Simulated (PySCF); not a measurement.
F3Si, multiplicity 2. Atoms are numbered in the order given.

```xyz
4

F      1.2964     0.7485    -0.1952
Si     0.0000     0.0000     0.3764
F     -1.2964     0.7485    -0.1952
F      0.0000    -1.4970    -0.1952
```
Charge 0, spin multiplicity 2.

The structure is a stationary point at PBE-D3(BJ)/def2-TZVP. The isomer is the one that the SMILES or the coordinates give; other isomers of the formula were not compared.

Level of theory: TDA-ωB97X/def2-SVPD (PySCF 2.14.0).

Vertical excitations; the highest root listed may be one member of a degenerate set. Gas-phase values at a fixed geometry.

```
state    energy (eV)  λ (nm)      f                                     main pairs
-------  -----------  ------  -----  ---------------------------------------------
root 1          6.26     198  0.000                               β HOMO→LUMO 98 %
root 2          6.75     184  0.000                 β HOMO−1→LUMO (degenerate set)
root 3          6.75     184  0.000                 β HOMO−2→LUMO (degenerate set)
root 4          7.02     177  0.102  α HOMO→LUMO+1, β HOMO−4→LUMO (degenerate set)
root 5          7.02     177  0.102  α HOMO→LUMO+2, β HOMO−3→LUMO (degenerate set)
root 6          7.42     167  0.077  α HOMO→LUMO+1, β HOMO−4→LUMO (degenerate set)
root 7          7.42     167  0.077  α HOMO→LUMO+2, β HOMO−3→LUMO (degenerate set)
root 8          8.10     153  0.016           α HOMO→LUMO 41 %, β HOMO−5→LUMO 51 %
root 9          8.40     148  0.015           α HOMO→LUMO 51 %, β HOMO−5→LUMO 41 %
root 10         8.78     141  0.014                             β HOMO−6→LUMO 94 %
```
Unrestricted roots are not spin-pure.
